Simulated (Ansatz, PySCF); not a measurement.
C2H6OSi2, SMILES C1=C[SiH2][Si@@H]1O. Atoms are numbered in the order given.

```xyz
11

O      1.7910     1.4145    -0.4020
Si     0.4727     0.7554     0.3902
C      0.5489    -1.0455     0.9637
C     -0.5374    -1.6294     0.3919
Si    -1.3195    -0.3018    -0.7197
H      2.0911     0.9560    -1.1959
H      0.1966     1.7319     1.4777
H      1.2293    -1.5798     1.6411
H     -0.8321    -2.6690     0.5907
H     -1.1848    -0.5947    -2.1808
H     -2.7560     0.0184    -0.4562
```

Coordinates come from a B3LYP-D3(BJ)/def2-SVP optimisation. The structure was generated by enumeration; whether it is a known compound was not checked. Other conformers were not sampled.

Two levels are set side by side: PBE-D3(BJ)/def2-SVP (Ansatz, a quantum-chemistry and plane-wave program) and B3LYP-D3(BJ)/def2-SVP (Ansatz). Each level has its own optimised geometry; the coordinates shown are those of the second. Frequencies come from the Hessian of PySCF at each geometry. Differences are taken from unrounded values.

```
quantity                            B3LYP-D3(BJ)  PBE-D3(BJ)  PBE-D3(BJ) minus B3LYP-D3(BJ)
----------------------------------  ------------  ----------  -----------------------------
mean bond length (Å)                       1.529       1.539                          0.010
bond O1–Si2 (Å)                            1.673       1.687                          0.013
bond Si2–C3 (Å)                            1.891       1.897                          0.006
bond Si2–Si5 (Å)                           2.358       2.364                          0.006
bond C3–C4 (Å)                             1.359       1.368                          0.008
bond C4–Si5 (Å)                            1.900       1.904                          0.004
bond O1–H6 (Å)                             0.965       0.973                          0.009
bond Si2–H7 (Å)                            1.487       1.502                          0.014
bond C3–H8 (Å)                             1.099       1.107                          0.008
bond C4–H9 (Å)                             1.099       1.107                          0.009
bond Si5–H10 (Å)                           1.496       1.510                          0.013
bond Si5–H11 (Å)                           1.495       1.509                          0.014
highest harmonic wavenumber (cm⁻¹)          3868        3758                           -110
mean harmonic wavenumber (cm⁻¹)             1173        1138                            -35
zero-point energy (kcal/mol)               45.28       43.91                          -1.36
```

GGA bonds tend to be longer and softer than those of functionals with exact exchange. Differences between two approximate levels are no errors against the true value.
